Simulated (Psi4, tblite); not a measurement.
Approach curve of the dimer O2S ··· H2Se (SMILES O=S=O and [SeH2]). Monomers: optimised at B3LYP-D3(BJ) (def2-TZVP), held rigid. Orientation: lowest of the rigid-body minima from ten starts at GFN2-xTB. R is the distance of the centres of mass, along which the second monomer moves.

- PBE-D3(BJ)/def2-TZVP, counterpoise-corrected (Psi4)
- BLYP/def2-TZVP, counterpoise-corrected (Psi4)
- GFN2-xTB (tblite)
- SAPT0/jun-cc-pVDZ, frozen core (Psi4)

Interaction energies in kcal/mol:

```tsv
R / Å	PBE-D3(BJ)/def2-TZVP	BLYP/def2-TZVP	GFN2-xTB
3.56	11.08	14.80	-2.19
3.76	4.15	7.09	-5.65
3.93	1.13	3.57	-6.28
4.13	-0.58	1.41	-5.69
4.35	-1.28	0.35	-4.50
4.62	-1.39	-0.09	-3.10
4.94	-1.15	-0.19	-1.88
5.46	-0.70	-0.15	-0.82
6.15	-0.33	-0.11	-0.32
7.12	-0.13	-0.08	-0.11
8.44	-0.06	-0.04	-0.04
```

**Question.** What does SAPT0/jun-cc-pVDZ give at the same points?

**Answer.** 3.56: 12.33; 3.76: 4.42; 3.93: 1.05; 4.13: -0.78; 4.35: -1.43; 4.62: -1.45; 4.94: -1.16; 5.46: -0.71; 6.15: -0.37; 7.12: -0.18; 8.44: -0.08 (kcal/mol).
